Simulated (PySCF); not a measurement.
Ge(F)3(OH) (F3GeHO), SMILES [OH][Ge]([F])([F])[F].

The structure is a stationary point at PBE-D3(BJ)/def2-SVP. The structure was generated by enumeration, and PubChem lists no compound with its InChIKey, so it may never have been made. Other conformers were not sampled.

The numbers are results of TDA-M06-2X/def2-SVPD (PySCF 2.14.0), not measurements.

Vertical excitations.  State labels are in the subgroup Cs.

```
state  symmetry  energy (eV)  λ (nm)      f                                              main pairs
-----  --------  -----------  ------  -----  ------------------------------------------------------
S1           A"         7.88     157  0.034                                          HOMO→LUMO 89 %
S2           A'         9.16     135  0.131                                        HOMO−1→LUMO 86 %
S3           A"         9.59     129  0.001                                        HOMO−2→LUMO 78 %
S4           A"         9.77     127  0.023                      HOMO→LUMO+1 50 %, HOMO−4→LUMO 28 %
S5           A'         9.92     125  0.057                                        HOMO−3→LUMO 68 %
S6           A"         9.97     124  0.013    HOMO−4→LUMO 35 %, HOMO→LUMO+1 31 %, HOMO−6→LUMO 13 %
S7           A'        10.27     121  0.061                      HOMO−5→LUMO 57 %, HOMO−7→LUMO 13 %
S8           A"        10.31     120  0.087                      HOMO−6→LUMO 56 %, HOMO−4→LUMO 16 %
S9           A'        10.52     118  0.126  HOMO−7→LUMO 53 %, HOMO−1→LUMO+1 15 %, HOMO−5→LUMO 11 %
S10          A"        10.87     114  0.013                                        HOMO→LUMO+2 80 %
T1           A"         7.30     170      0                                          HOMO→LUMO 84 %
T2           A'         8.20     151      0                                        HOMO−1→LUMO 83 %
T3           A"         9.12     136      0                                        HOMO−2→LUMO 72 %
T4           A"         9.28     134      0                                        HOMO−4→LUMO 67 %
```
Triplets are in the Tamm–Dancoff approximation.
